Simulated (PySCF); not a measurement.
A calculated (wB97X, PySCF 2.14, aug-cc-pVDZ-DK, scalar relativity by spin-free X2C-1e) atom or ion has these occupied shells.

```tsv
shell	electrons	orbital energy (eV)	rms radius, mean of both spins (bohr)
1s α	1	-4446.8	0.0844
1s β	1	-4446.7	0.0844
2s α	1	-511.13	0.372
2s β	1	-511.05	0.372
2p α	3	-423.11	0.341
2p β	3	-423.05	0.341
3s α	1	-83.937	1.14
3s β	1	-83.801	1.14
3p α	3	-60.624	1.26
3p β	3	-60.536	1.26
4s α	1	-21.103	3.13
```

(1) Name the element and its charge.

Answers

(1) Sc(2+) (scandium, charge +2), in [Ar] 4s1, 2S determinant (an excited configuration).
